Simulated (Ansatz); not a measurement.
Relaxation of Cl₂H₄HfO₂Si (10 atoms, charge 0, multiplicity 1), to a largest force component of 0.02 eV/Å in at most 40 steps.

All numbers below come from RKS B3LYP/def2-SVP in Ansatz.

```xyz
10
Properties=species:S:1:pos:R:3
Hf 0.000 0.000 0.000
O 0.000 0.000 2.070
Si -1.315 -0.407 3.034
H -2.239 -1.240 2.270
H -0.851 -1.143 4.206
H -1.999 0.809 3.463
Cl 2.376 0.000 -0.839
O -0.975 1.689 -0.689
H -1.933 1.458 -0.912
Cl -1.187 -2.056 -0.839
```

Where does it end, and by what steps?

The run converged. The force dipped under the threshold on the way, but the program's further checks kept it going. After 13 steps the energy has fallen by 1.208 eV; H4 moved furthest, 1.02 Å.

```
step  energy less start (eV)  largest force component (eV/Å)  accepted
   0                  0.0000                           2.913       yes
   1                 -0.7661                           1.551       yes
   2                 -0.9202                           0.549       yes
   3                 -1.0170                           0.557       yes
   4                 -1.0933                           0.470       yes
   5                 -1.1652                           0.470       yes
   6                 -1.2008                           0.199       yes
   7                 -1.2068                           0.014       yes
   8                 -1.2017                           0.658        no
   9                 -1.2079                           0.029       yes
  10                 -1.2076                           0.086        no
  11                 -1.2083                           0.022       yes
  12                 -1.2082                           0.035        no
  13                 -1.2085                           0.016       yes
```

```xyz
10
Properties=species:S:1:pos:R:3
Hf -0.188 -0.146 -0.192
O -0.790 -0.352 1.635
Si -1.363 -0.466 3.205
H -2.566 -1.345 3.226
H -0.303 -1.043 4.077
H -1.732 0.892 3.695
Cl 2.159 0.227 -0.177
O -1.073 1.350 -0.984
H -1.534 2.116 -1.328
Cl -0.731 -2.123 -1.395
```

Whether the end is a true minimum wasn't checked by a vibrational analysis.

Time of the run: 54 s on 4 threads of Arm Neoverse V1, on a shared host, peak memory 0.37 GiB.
